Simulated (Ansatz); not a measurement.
Basis-set series for C$_{3}$H$_{5}$FSi, SMILES `C#CC[SiH2]F`. Total charge 0; spin multiplicity 1. Geometry: relaxed with PBE0-D4/def2-TZVP. It is one conformer, not always the lowest.

| functional | basis | functions | energy (Eh) | HOMO (eV) | LUMO (eV) |
| --- | --- | --- | --- | --- | --- |
| PBE0-D4 | def2-SVP | 99 | -506.03386 | -7.68 | 0.61 |
| PBE0-D4 | def2-QZVPP | 448 | -506.41928 | -7.75 | 0.06 |
| ωB97M-V | def2-SVP | 99 | -506.28704 | -9.88 | 2.65 |
| ωB97M-V | def2-QZVPP | 448 | -506.68006 | -9.96 | 1.57 |

(1) Give the rows for def2-TZVPP. (Best estimate.)

Results:

(1) Ansatz gave: 
```tsv
functional	basis	functions	energy (Eh)	HOMO (eV)	LUMO (eV)
PBE0-D4	def2-TZVPP	236	-506.39697	-7.73	0.20
ωB97M-V	def2-TZVPP	236	-506.65954	-9.95	2.00
```

Positive LUMOs are unbound and depend on the basis.
